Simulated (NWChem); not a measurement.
BGeH$_{5}$; SMILES [GeH3][BH2]

```xyz
7

B      0.0071    -1.7260     0.0015
Ge     0.0100     0.3324     0.0092
H     -1.3959     0.9508     0.1375
H      0.9112     0.9446     1.0993
H      0.5802     0.7874    -1.3557
H      0.9702    -2.3490     0.3798
H     -0.9408    -2.3429    -0.4222
```
Atoms are numbered in this order, from 1.

Geometry: optimised at PBE0/def2-SVP.

Problem. Give the principal values of the shielding tensors (ppm) of B1, Ge2 from Hartree-Fock/6-31G* (spherical d), GIAO (NWChem), with their diamagnetic and paramagnetic parts as GIAO splits them.

Solution. 
```json
[
 {"atom": "B1", "σ11": "-91.6", "σ22": "-3.2", "σ33": "153.1", "isotropic": "19.5", "diamagnetic": "193.7", "paramagnetic": "-174.2"},
 {"atom": "Ge2", "σ11": "1838.1", "σ22": "1909.7", "σ33": "1937.1", "isotropic": "1895.0", "diamagnetic": "2758.2", "paramagnetic": "-863.2"}
]
```
